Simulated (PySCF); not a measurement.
**Gas-phase XPS of F3Si(SH), computed**

Species: F3Si(SH), F3HSSi.
Numbering: `[F:1][Si:2]([F:3])([F:4])[SH:5]`

Computed, not measured: delta-SCF UKS SCAN, pcX-2 on the ionised atom, pcseg-1 elsewhere, spin-free X2C in PySCF 2.14.0. Vertical ΔSCF values, vacuum level as zero.

Task: Give the core binding energies atom by atom.

Result: 
```
 atom(s)                environment     level  binding energy (eV)  2p1/2 (eV)  count
      S5  sulfur bonded to Si and H      S 1s              2478.65           –      1
     Si2     fluorine-bound silicon     Si 1s              1851.04           –      1
F1/F3/F4     silicon-bound fluorine      F 1s               693.63           –      3
     Si2     fluorine-bound silicon  Si 2p3/2               110.67      111.30      1
```

Task: Which photon energy gives electrons from S 1s of S5 a kinetic energy of 200 eV, and what is their de Broglie wavelength?

Result: hν = 2478.65 + 200 = 2678.65 eV, recoil neglected; λ = 12.264 Å/√(E/eV) = 0.87 Å.

One atom of each set of topologically equivalent atoms was ionised and stands for the set; in this conformer not all members are related by symmetry, and their own values weren't computed. Not every level is listed. 2p3/2 and 2p1/2 are the ΔSCF energy of one spin-free 2p hole plus the eigenvalues of a spin–orbit and ligand-field matrix of the shell. 2p1/2 minus 2p3/2 (ligand field included): Si 0.63 eV. Geometry: PBE0-D3(BJ)/def2-SVP; no solvent, vibrations or thermal averaging.

Time: 24 s. Hardware: Arm Neoverse N1, one thread, no GPU (shared host).

Conformer computed: `[F:1][Si:2]([F:3])([F:4])[SH:5]`: H–S5–Si2–F1 -63°.
